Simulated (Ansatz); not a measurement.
# Worked example: HOF + C2F3I → HOI + C2F4

Species: HOF (hypofluorous acid) `OF`, singlet; C2F3I (trifluoroiodoethylene) `FC(F)=C(F)I`, singlet; HOI `OI`, singlet; C2F4 (tetrafluoroethylene) `FC(F)=C(F)F`, singlet. The partners trade F for I: O–F and C–I bonds give way to O–I and C–F.

Shapes, held fixed at every level: PBE0-D4/def2-TZVP. Programs: Ansatz 0.2.0. The zero-point and thermal change to 298 K, harmonic and unscaled (PBE0-D4/def2-TZVP), is +1.3 kJ/mol.

At CCSD(T)/def2-TZVPP; 1 Eh = 2625.50 kJ/mol:

```
species  energy (Eh)
    HOF  -175.341719
  C2F3I  -672.370778
    HOI  -372.835641
   C2F4  -474.967561
```

Task: Work out ΔH(298 K) of the reaction at this level.

Result: 
1. Products less reactants: (-372.835641) + (-474.967561) − [(-175.341719) + (-672.370778)] = -0.090705 Eh = -238.1 kJ/mol.
2. With the thermal change: -238.1 + (+1.3) = -236.8 kJ/mol.

Other levels give -247.3 (r2SCAN0-D4/def2-TZVPP) to -236.1 kJ/mol (CCSD/def2-SVP). No measured value is set beside it here. For atoms past krypton def2 sets carry core potentials with scalar relativity. Correlated rows may include outer-core shells of I, which these sets cover unevenly.
